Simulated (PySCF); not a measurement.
C7H5NO2S, SMILES O=C1N(C(c2cscc12)=O)C.

Coordinates come from a TPSSh-D3(BJ)/def2-SVP optimisation. A frequency run showed that this geometry is not a minimum.

Two levels are set side by side: TDDFT-PBE/def2-SVP (PySCF) and TDDFT-M06-2X/def2-SVP (PySCF). Vertical, same geometry. The lowest singlet is HOMO→LUMO 100 % with PBE and HOMO−3→LUMO 84 % with the other functional; states are paired by order. Differences are taken from unrounded values.

```json
[
 {"quantity": "lowest singlet excitation (eV)", "TDDFT-PBE": "3.59"},
 {"quantity": "lowest triplet excitation (TDA) (eV)", "TDDFT-PBE": "3.23"},
 {"quantity": "first bright state (f over 0.05) (eV)", "TDDFT-PBE": "4.65"},
 {"quantity": "its oscillator strength", "TDDFT-PBE": "0.08"}
]
```

Question: These are the TDDFT-PBE values. What does TDDFT-M06-2X give? (The exact figures need the calculation; the answer reports its results.)

Answer: 
| quantity | TDDFT-M06-2X | TDDFT-PBE minus TDDFT-M06-2X |
|---|---|---|
| lowest singlet excitation (eV) | 4.36 | -0.77 |
| lowest triplet excitation (TDA) (eV) | 4.02 | -0.78 |
| first bright state (f over 0.05) (eV) | 6.13 | -1.48 |
| its oscillator strength | 0.62 | -0.54 |

Functionals without exact exchange tend to place singlet excitations lower, as here. Differences between two approximate levels are no errors against the true value.

Rough cost on one machine, each run with all the roots and properties that it gave: TDDFT-M06-2X against TDDFT-PBE about 10 times.
